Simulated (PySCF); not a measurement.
K(OH) (HKO), SMILES [OH][K]. Atoms are numbered in the order given.

```xyz
3

K      0.0000     0.0000     0.7482
O      0.0000     0.0000    -1.4735
H      0.0000     0.0000    -2.4283
```
Charge 0, spin multiplicity 1.

Geometry: PBE0-D3(BJ)/def2-TZVPD. The isomer is the one that the SMILES or the coordinates give; other isomers of the formula were not compared.

Calculation: PBE0-D3(BJ)/def2-TZVPD (PySCF).

Frequencies are harmonic and unscaled.

Modes within 1.5 cm⁻¹ of each other (mostly degenerate sets) share a row, with their intensities summed.

```
mode  ν (cm⁻¹)  IR (km/mol)  moving atoms (share of kinetic energy)
----  --------  -----------  --------------------------------------
1–2        346        185.2                          H 88 %, O 11 %
3          444        112.5                          O 65 %, K 30 %
4         3951          0.8                                  H 94 %
```
